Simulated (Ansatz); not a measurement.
Reactions of F$_{3}$HO$_{2}$W, SMILES `[O]=[W]([OH])([F])([F])[F]`.

Isolated molecules relaxed with PBE0-D4/def2-TZVP in Ansatz; ΔE leaves out vibrations. CCSD(T)/CBS adds triple-zeta CCSD(T) − MP2 to the extrapolated MP2 energy (def2 sets, frozen cores). This one scheme is used for every species. def2 core potentials past Kr. For W outer-core shells are correlated without core-valence functions, which leaves a few kJ/mol of doubt a bond. Each species was taken in one conformer, which may not be the lowest.

Task: Order these by ΔE at CCSD(T)/CBS, lowest first. (Best estimate.)
A. `[O]=[W]([OH])([F])([F])[F]` + HCl → `[O]=[W]([F])([F])([F])[Cl]` + H₂O
B. `[O]=[W]([OH])([F])([F])[F]` + `N[Si@@H](Cl)[Si@@H](N)Cl` → `[O]=[W]([F])([F])([F])[Cl]` + `N[Si@H](Cl)[Si@@H](N)O`
C. `[O]=[W]([OH])([F])([F])[F]` + H₂O → `[O]=[W]([OH])([OH])([F])[F]` + H–F
D. `[O]=[W]([OH])([F])([F])[F]` + H–F → `[O]=[W]([F])([F])([F])[F]` + H₂O

Result: D (-24.9 kJ/mol), A (-8.6 kJ/mol), B (+4.3 kJ/mol), C (+31.3 kJ/mol).

Largest T1 diagnostic: 0.021, for `[O]=[W]([OH])([OH])([F])[F]`.
